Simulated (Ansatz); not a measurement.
The cluster SnCl2⁺. Charge 1, multiplicity 2. Geometry PBE0-D4/def2-TZVP, basis def2-TZVP, Ansatz.

```
atom   x (Å)   y (Å)   z (Å)
 Sn1   0.281  -0.208   0.667
 Cl2   1.642  -0.113  -1.151
 Cl3  -1.922   0.321   0.483
```

```json
{"run": "A", "HOMO (eV)": "-13.84", "LUMO (eV)": "-11.87"}
{"run": "B", "HOMO (eV)": "-14.23", "LUMO (eV)": "-11.50"}
{"run": "C", "HOMO (eV)": "-16.34", "LUMO (eV)": "-9.63"}
{"run": "D", "HOMO (eV)": "-16.99", "LUMO (eV)": "-7.82"}
{"run": "E", "HOMO (eV)": "-13.20", "LUMO (eV)": "-12.62"}
{"run": "F", "HOMO (eV)": "-13.06", "LUMO (eV)": "-12.28"}
```

In the def2 sets Sn takes a core potential; there is no spin–orbit coupling. HSE06 is defined as in plane-wave codes, on full-range PBE exchange. The structure comes from a short search, and lower isomers may exist.

HOMO and LUMO are taken over both spins.

Question: The runs used HF, HSE06, LDA (SPW92), PBE, PBE0, ωB97X-V. Estimate which is which.

Answer: A HSE06 (range-separated); B PBE0 (25 % exact exchange); C ωB97X-V (range-separated); D HF (100 % exact exchange); E LDA (SPW92) (0 % exact exchange); F PBE (0 % exact exchange). Exact exchange lowers occupied and raises empty levels; among semilocal functionals meta-GGAs tend to open the gap a little, and such runs are hard to tell apart. The gap grows from 0.58 eV (LDA (SPW92)) to 9.16 eV (HF).
